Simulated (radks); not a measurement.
Excited configurations of He: one electron is placed in a higher orbital outside 1s1. The ground configuration is [He]. All-electron calculation, non-relativistic Kohn-Sham, PBE, spin-polarised, spherical densities, point nucleus; open shells are filled with parallel spins first. Program: a radial shooting solver on a logarithmic mesh with Libxc functionals. Excitation = E - E(ground); binding = E(ion) - E, where the ion is the core of charge +1; n* = 1/sqrt(2 binding) in atomic units, and the quantum defect is n - n*.

| outer orbital | excitation (eV) | binding (eV) | n* | eigenvalue (eV) | <r> (bohr) |
|---|---|---|---|---|---|
| 4s | 23.247 | 1.221 | 3.338 | -0.792 | 18.30 |
| 4p | 23.347 | 1.121 | 3.484 | -0.709 | 19.12 |
| 4d | 23.455 | 1.012 | 3.666 | -0.607 | 19.13 |
| 4f | 23.505 | 0.963 | 3.760 | -0.482 | 16.83 |
| 5d | 23.784 | 0.683 | 4.463 | -0.444 | 30.80 |

The Delta-SCF ionisation energy is 24.467 eV (NIST Atomic Spectra Database: 24.587 eV, measured). Self-interaction in the functional shifts the binding energies and quantum defects, so they are the method's values and not measured ones.
